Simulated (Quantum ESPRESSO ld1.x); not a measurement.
Cd3+, configuration [Ar] 3d10 4s2 4p5.75 4d9.25 (fractional occupations, a model configuration). Method: non-relativistic Kohn-Sham, PW91, spin-unpolarised, spherical densities, point nucleus; relativity is left out, which matters for an element this heavy; computed with ld1.x of Quantum ESPRESSO 7.5. Some entries of the table are withheld. Estimate them.

orbital,occ.,eigenvalue (eV),r(max) (bohr)
1s,2,-25689.0,0.021
2s,2,-3763.80,0.116
2p,6,-3511.63,(1)
3s,2,-728.053,0.337
3p,6,-625.571,0.321
3d,10,-435.788,(2)
4s,2,-133.461,0.819
4p,5.75,-100.431,0.853
4d,9.25,-46.7011,0.962
5s,0,-31.2245,2.11
5p,0,-24.1036,2.41
5d,0,(3),3.27
4f,0,-9.3891,3.46

Answer. 
(1) 2p r(max) (bohr): 0.091
(2) 3d r(max) (bohr): 0.265
(3) 5d eigenvalue (eV): -14.2035
